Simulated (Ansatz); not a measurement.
Relaxation of SiEt(NHMe)3 (C₅H₁₇N₃Si) with RKS PBE-D4/def2-SVP.

```sh
$ ansatz run in.yaml --threads 4 --pin off --events-out ev --progress --plain --max-ram 6963MiB
```

```yaml
crystal:
  periodic: [false, false, false]
  atoms:
    - {symbol: Si, position_ang: [-0.051050, -0.025300, -0.070050]}
    - {symbol: C, position_ang: [-0.091780, -0.061780, 1.836630]}
    - {symbol: C, position_ang: [0.613790, 1.141730, 2.449360]}
    - {symbol: H, position_ang: [0.386630, -0.973250, 2.196370]}
    - {symbol: H, position_ang: [-1.118590, -0.092380, 2.202390]}
    - {symbol: H, position_ang: [0.567860, 1.114620, 3.537780]}
    - {symbol: H, position_ang: [1.660060, 1.158260, 2.153260]}
    - {symbol: H, position_ang: [0.153950, 2.065410, 2.107860]}
    - {symbol: N, position_ang: [1.491790, 0.033550, -0.846880]}
    - {symbol: C, position_ang: [2.456860, -1.032140, -0.718600]}
    - {symbol: H, position_ang: [1.941440, 0.935430, -0.887900]}
    - {symbol: H, position_ang: [3.063030, -0.951980, 0.191400]}
    - {symbol: H, position_ang: [1.921020, -1.976650, -0.688710]}
    - {symbol: H, position_ang: [3.129490, -1.034700, -1.579910]}
    - {symbol: N, position_ang: [-0.746450, 1.474030, -0.590320]}
    - {symbol: C, position_ang: [-2.052970, 1.933750, -0.186470]}
    - {symbol: H, position_ang: [-0.522300, 1.778010, -1.526080]}
    - {symbol: H, position_ang: [-2.861010, 1.512000, -0.797710]}
    - {symbol: H, position_ang: [-2.225250, 1.642720, 0.846640]}
    - {symbol: H, position_ang: [-2.107090, 3.023220, -0.253250]}
    - {symbol: N, position_ang: [-0.725850, -1.541980, -0.559880]}
    - {symbol: C, position_ang: [-0.850580, -1.955140, -1.937780]}
    - {symbol: H, position_ang: [-1.417540, -1.978910, 0.029250]}
    - {symbol: H, position_ang: [-1.805010, -1.650760, -2.384140]}
    - {symbol: H, position_ang: [-0.045520, -1.496090, -2.504860]}
    - {symbol: H, position_ang: [-0.764920, -3.041690, -2.018390]}
basis:
  gaussian: {orbitals: def2-SVP}
hamiltonian: {xc: pbe, dispersion: d4}
scf: {lower_state_search: "off"}
output: {orbitals: {seedname: orbitals}}
relax: {f_tol: 0.03, max_steps: 70}
```

Hardware: 4 threads of AMD EPYC 9R45 on a shared host. Wall time 11 s.

Positions (Å) and forces (eV/Å) at steps 1, 2, 3, 4, 7, 8 of 8:

```xyz
26
step=1 energy=-17785.4468 eV
Si   -0.051   -0.025   -0.070   -0.063   -0.115    0.592
C    -0.092   -0.062    1.837    0.271    0.498   -0.589
C     0.614    1.142    2.449   -0.298   -0.416   -0.126
H     0.387   -0.973    2.196    0.208   -0.692    0.075
H    -1.119   -0.092    2.202   -0.746   -0.141    0.166
H     0.568    1.115    3.538    0.042    0.068    0.683
H     1.660    1.158    2.153    0.734    0.126   -0.174
H     0.154    2.065    2.108   -0.212    0.710   -0.190
N     1.492    0.034   -0.847    0.028   -0.208   -0.050
C     2.457   -1.032   -0.719   -0.190    0.479   -0.114
H     1.941    0.935   -0.888    0.132    0.676   -0.063
H     3.063   -0.952    0.191    0.451   -0.105    0.517
H     1.921   -1.977   -0.689   -0.235   -0.737    0.028
H     3.129   -1.035   -1.580    0.473   -0.185   -0.453
N    -0.746    1.474   -0.590   -0.076    0.125    0.309
C    -2.053    1.934   -0.186    0.513   -0.136   -0.335
H    -0.522    1.778   -1.526    0.297    0.088   -0.612
H    -2.861    1.512   -0.798   -0.609   -0.167   -0.238
H    -2.225    1.643    0.847   -0.277   -0.085    0.727
H    -2.107    3.023   -0.253   -0.207    0.637    0.085
N    -0.726   -1.542   -0.560    0.169   -0.022   -0.140
C    -0.851   -1.955   -1.938   -0.148    0.104    0.565
H    -1.418   -1.979    0.029   -0.341   -0.220    0.545
H    -1.805   -1.651   -2.384   -0.511    0.110   -0.438
H    -0.046   -1.496   -2.505    0.518    0.235   -0.530
H    -0.765   -3.042   -2.018    0.077   -0.627   -0.243
26
step=2 energy=-17785.6325 eV
Si   -0.050   -0.031   -0.073   -0.007   -0.017    0.349
C    -0.104   -0.046    1.828    0.109    0.180   -0.199
C     0.611    1.159    2.457   -0.139   -0.215   -0.062
H     0.364   -0.990    2.164    0.058   -0.179    0.060
H    -1.153   -0.093    2.177   -0.197   -0.036    0.060
H     0.579    1.131    3.560    0.015    0.016    0.191
H     1.672    1.189    2.154    0.206    0.026   -0.062
H     0.157    2.109    2.128   -0.070    0.182   -0.057
N     1.518    0.029   -0.823    0.245   -0.115   -0.009
C     2.495   -1.043   -0.707   -0.161    0.231   -0.056
H     1.954    0.949   -0.885   -0.009    0.164   -0.015
H     3.129   -0.979    0.203    0.133   -0.015    0.149
H     1.965   -2.008   -0.668   -0.085   -0.204    0.007
H     3.172   -1.067   -1.583    0.128   -0.052   -0.142
N    -0.759    1.473   -0.595   -0.203    0.215    0.022
C    -2.065    1.952   -0.175    0.269   -0.107   -0.146
H    -0.523    1.775   -1.540    0.081   -0.003   -0.171
H    -2.912    1.540   -0.767   -0.165   -0.044   -0.062
H    -2.243    1.674    0.877   -0.063   -0.025    0.215
H    -2.127    3.055   -0.232   -0.043    0.195    0.023
N    -0.728   -1.554   -0.569   -0.083   -0.179   -0.200
C    -0.873   -1.968   -1.956   -0.012    0.067    0.289
H    -1.391   -2.015    0.054   -0.021   -0.017    0.143
H    -1.848   -1.687   -2.409   -0.157    0.030   -0.110
H    -0.081   -1.490   -2.556    0.142    0.068   -0.139
H    -0.758   -3.064   -2.065    0.031   -0.167   -0.075
26
step=3 energy=-17785.6555 eV
Si   -0.049   -0.030   -0.067    0.016   -0.034    0.065
C    -0.119   -0.052    1.831   -0.003    0.037   -0.015
C     0.597    1.150    2.466   -0.009   -0.025    0.003
H     0.344   -1.006    2.166   -0.006    0.017   -0.010
H    -1.178   -0.103    2.173    0.017    0.007   -0.003
H     0.580    1.117    3.576    0.000    0.003   -0.023
H     1.662    1.189    2.150   -0.022   -0.001    0.003
H     0.138    2.108    2.146    0.006   -0.014    0.013
N     1.534    0.037   -0.803    0.152   -0.040    0.040
C     2.512   -1.037   -0.710   -0.068    0.055   -0.022
H     1.958    0.966   -0.875   -0.037   -0.018    0.006
H     3.174   -0.981    0.190   -0.010    0.007   -0.028
H     1.978   -2.009   -0.658    0.002    0.022    0.002
H     3.174   -1.074   -1.605   -0.012   -0.002    0.011
N    -0.764    1.471   -0.617   -0.114    0.088   -0.017
C    -2.057    1.974   -0.183    0.069   -0.033   -0.004
H    -0.532    1.748   -1.576    0.003   -0.044    0.031
H    -2.932    1.562   -0.747    0.027    0.017    0.015
H    -2.223    1.723    0.886    0.011    0.006   -0.030
H    -2.113    3.084   -0.255   -0.001   -0.012   -0.004
N    -0.720   -1.564   -0.565   -0.094   -0.114   -0.126
C    -0.884   -1.973   -1.953    0.020    0.030    0.072
H    -1.353   -2.045    0.081    0.062    0.044   -0.015
H    -1.880   -1.721   -2.393    0.026   -0.014    0.016
H    -0.115   -1.465   -2.573   -0.028   -0.018    0.026
H    -0.732   -3.069   -2.084   -0.004    0.035   -0.004
26
step=4 energy=-17785.6347 eV rejected
Si   -0.043   -0.056   -0.043   -0.190    0.242   -0.119
C    -0.169   -0.015    1.840    0.005   -0.269    0.116
C     0.563    1.164    2.491   -0.020    0.058   -0.106
H     0.282   -0.976    2.165    0.027   -0.092    0.174
H    -1.229   -0.061    2.176    0.021    0.016   -0.041
H     0.554    1.118    3.599   -0.022   -0.017   -0.005
H     1.624    1.202    2.166    0.011   -0.018   -0.006
H     0.108    2.129    2.185    0.006    0.025    0.031
N     1.569    0.040   -0.712   -0.397    0.062   -0.042
C     2.519   -1.050   -0.764    0.074    0.168    0.113
H     1.964    0.980   -0.782    0.116   -0.015   -0.015
H     3.260   -1.016    0.072    0.046   -0.117   -0.054
H     1.965   -2.008   -0.682    0.049   -0.005   -0.019
H     3.092   -1.063   -1.719    0.000   -0.063    0.002
N    -0.784    1.426   -0.619    0.258   -0.090   -0.226
C    -2.035    2.005   -0.179    0.036   -0.027    0.011
H    -0.568    1.620   -1.602   -0.053    0.120   -0.017
H    -2.936    1.649   -0.735   -0.004   -0.009   -0.001
H    -2.207    1.761    0.890   -0.004    0.021    0.008
H    -2.019    3.115   -0.254   -0.046    0.032    0.020
N    -0.709   -1.582   -0.579    0.300    0.148    0.272
C    -0.864   -1.987   -1.960   -0.110   -0.024    0.110
H    -1.257   -2.105    0.104   -0.107   -0.126   -0.061
H    -1.880   -1.775   -2.372   -0.003   -0.012   -0.093
H    -0.129   -1.442   -2.586   -0.010    0.005   -0.014
H    -0.670   -3.074   -2.102    0.016   -0.013   -0.036
26
step=7 energy=-17785.6641 eV
Si   -0.049   -0.044   -0.048   -0.005    0.023   -0.023
C    -0.172   -0.045    1.843   -0.006   -0.015    0.021
C     0.557    1.140    2.493    0.012    0.012   -0.004
H     0.264   -1.007    2.193   -0.003    0.001    0.009
H    -1.238   -0.071    2.162    0.003   -0.003   -0.010
H     0.534    1.099    3.602   -0.004   -0.003   -0.013
H     1.622    1.166    2.181   -0.009    0.003    0.005
H     0.113    2.108    2.181    0.004   -0.008    0.004
N     1.552    0.052   -0.740   -0.022   -0.007    0.005
C     2.520   -1.027   -0.764    0.019    0.008    0.006
H     1.958    0.987   -0.817    0.008   -0.006   -0.002
H     3.272   -0.983    0.062   -0.016   -0.004   -0.024
H     1.982   -1.992   -0.662    0.010    0.004   -0.002
H     3.087   -1.066   -1.723   -0.013   -0.002    0.016
N    -0.764    1.444   -0.636    0.016   -0.022   -0.014
C    -2.022    2.011   -0.190   -0.004    0.002    0.001
H    -0.542    1.670   -1.611   -0.008    0.013    0.011
H    -2.926    1.617   -0.717    0.006    0.003    0.002
H    -2.170    1.803    0.890    0.002    0.002   -0.004
H    -2.038    3.119   -0.299    0.001   -0.008    0.000
N    -0.690   -1.590   -0.557    0.013    0.018    0.039
C    -0.871   -1.991   -1.938   -0.002   -0.007   -0.017
H    -1.270   -2.103    0.110   -0.001   -0.002   -0.017
H    -1.892   -1.790   -2.346    0.010   -0.003    0.005
H    -0.152   -1.435   -2.576   -0.010   -0.005    0.005
H    -0.663   -3.074   -2.093    0.000    0.007    0.000
26
step=8 energy=-17785.6646 eV
Si   -0.046   -0.044   -0.045   -0.002   -0.001   -0.009
C    -0.181   -0.045    1.846    0.015   -0.004   -0.002
C     0.539    1.142    2.500   -0.012    0.001    0.006
H     0.253   -1.006    2.202   -0.003    0.000    0.000
H    -1.251   -0.074    2.152    0.001    0.006    0.001
H     0.498    1.105    3.608    0.003    0.002    0.001
H     1.609    1.166    2.205   -0.003   -0.004   -0.002
H     0.100    2.109    2.178    0.000    0.001    0.002
N     1.555    0.051   -0.736   -0.011   -0.005    0.003
C     2.520   -1.029   -0.783    0.022    0.003    0.001
H     1.961    0.986   -0.817    0.007    0.000   -0.003
H     3.296   -0.982    0.020   -0.020   -0.004   -0.021
H     1.984   -1.993   -0.662    0.007    0.007   -0.001
H     3.060   -1.074   -1.758   -0.015    0.001    0.022
N    -0.762    1.441   -0.637    0.016   -0.013   -0.006
C    -2.011    2.020   -0.186   -0.002    0.007    0.001
H    -0.536    1.671   -1.609   -0.004    0.006    0.003
H    -2.921    1.633   -0.708    0.001   -0.001    0.000
H    -2.156    1.816    0.895   -0.001    0.000   -0.001
H    -2.017    3.128   -0.298   -0.003   -0.001    0.002
N    -0.682   -1.593   -0.552    0.011    0.008    0.007
C    -0.863   -1.998   -1.932   -0.008   -0.004   -0.010
H    -1.259   -2.109    0.115   -0.005   -0.004   -0.002
H    -1.891   -1.815   -2.333    0.009   -0.002    0.000
H    -0.159   -1.430   -2.575   -0.005   -0.003    0.007
H    -0.638   -3.078   -2.089    0.001    0.005    0.000
```
